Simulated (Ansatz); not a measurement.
Be₁₁O₁₁⁺ (started as a model of: (BeO)11 cage of four- and six-membered rings). Charge 1, multiplicity 2. Geometry r2SCAN-D4/def2-SVP; atoms count from 1.

Cartesian coordinates in Å:
```
Be 0.8739 1.0399 2.4302
O -0.5847 1.3291 1.9178
Be 0.2037 2.1314 0.7294
O 1.6427 2.0393 1.3967
Be 2.3519 0.6952 0.8995
O 1.7086 -0.2604 2.0831
Be 0.8659 -1.3801 1.4615
O -0.7604 -1.2771 1.3721
Be -1.4630 0.1684 1.3510
O -2.3629 0.4382 0.1031
Be -1.5551 1.2503 -1.0653
O -0.1131 1.7817 -0.7639
Be 1.0085 0.8471 -1.4041
O 2.2384 0.2568 -0.5573
Be 1.6132 -1.1409 -1.0207
O 1.0103 -2.1140 0.0477
Be -0.5875 -2.1082 -0.0217
O 0.6694 -0.5292 -2.1584
Be -2.5067 -0.6537 -1.0197
O -1.9253 0.2518 -2.2444
Be -0.8047 -0.8862 -2.3219
O -1.5229 -1.8794 -1.2146
```

Problem. Estimate the Mulliken populations from the PBE0/def2-SVP orbitals of Ansatz.

Solution. 
| atom | charge (e) | spin (α − β) |
| --- | --- | --- |
| Be1 | 1.00 | -0.02 |
| O2 | -0.74 | 0.09 |
| Be3 | 0.80 | -0.01 |
| O4 | -0.67 | 0.18 |
| Be5 | 0.83 | -0.01 |
| O6 | -0.74 | 0.07 |
| Be7 | 0.79 | -0.03 |
| O8 | -0.67 | 0.40 |
| Be9 | 0.69 | -0.03 |
| O10 | -0.74 | 0.09 |
| Be11 | 0.80 | -0.01 |
| O12 | -0.82 | 0.00 |
| Be13 | 0.63 | -0.01 |
| O14 | -0.77 | 0.00 |
| Be15 | 0.90 | 0.00 |
| O16 | -0.74 | 0.10 |
| Be17 | 0.79 | -0.03 |
| O18 | -0.77 | 0.00 |
| Be19 | 1.00 | -0.02 |
| O20 | -0.67 | 0.18 |
| Be21 | 0.83 | -0.01 |
| O22 | -0.74 | 0.07 |
Mulliken values depend strongly on the basis.

Problem. Where does the spin sit?

Solution. Summed by element: Be -0.17, O 1.17, of 1 unpaired in all. Largest on single atoms: O8 0.40, O4 0.18, O20 0.18.

Problem. And the Mayer bond orders between heavy atoms (over 0.3)?

Solution. Be1–O2 0.56 (1.57 Å); Be1–O4 0.51 (1.63 Å); Be1–O6 0.54 (1.58 Å); O2–Be3 0.54 (1.64 Å); O2–Be9 0.70 (1.56 Å); Be3–O4 0.72 (1.59 Å); Be3–O12 0.54 (1.57 Å); O4–Be5 0.66 (1.60 Å); Be5–O6 0.56 (1.65 Å); Be5–O14 0.64 (1.53 Å); O6–Be7 0.73 (1.53 Å); Be7–O8 0.46 (1.63 Å); Be7–O16 0.61 (1.60 Å); O8–Be9 0.56 (1.61 Å); O8–Be17 0.46 (1.63 Å); Be9–O10 0.70 (1.56 Å); O10–Be11 0.54 (1.64 Å); O10–Be19 0.56 (1.57 Å); Be11–O12 0.54 (1.57 Å); Be11–O20 0.72 (1.59 Å); O12–Be13 0.67 (1.59 Å); Be13–O14 0.67 (1.61 Å); Be13–O18 0.67 (1.61 Å); O14–Be15 0.57 (1.60 Å); Be15–O16 0.56 (1.57 Å); Be15–O18 0.57 (1.60 Å); O16–Be17 0.61 (1.60 Å); Be17–O22 0.73 (1.53 Å); O18–Be21 0.64 (1.53 Å); Be19–O20 0.51 (1.63 Å); Be19–O22 0.54 (1.58 Å); O20–Be21 0.66 (1.60 Å); Be21–O22 0.56 (1.65 Å).
